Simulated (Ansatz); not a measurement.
System: SiCl2 (charge +1, doublet). 
Geometry from a B3LYP-D3(BJ)/def2-TZVP (Ansatz, a program for electronic structure) optimisation:
```
Si
Cl 1 1.9766
Cl 1 1.9766 2 122.13
```
Charge +1, spin multiplicity 2.

Parts of the frozen-core correlation energy in cc-pVTZ (Ansatz, hartree). Frozen orbitals: 15; correlated occupied orbitals by spin: 9 and 8; virtual: 78 and 79. Open shells are spin-unrestricted. Spin-orbit coupling is left out. No relativistic terms.

```tsv
term	value
reference (HF)	-1207.73786
MP2 opposite-spin	-0.32841
MP2 same-spin	-0.11276
CCSD correlation	-0.47626
(T)	-0.02292
T1 diagnostic	0.018
largest doubles amplitude	0.033
<S^2> of the reference	0.761
```
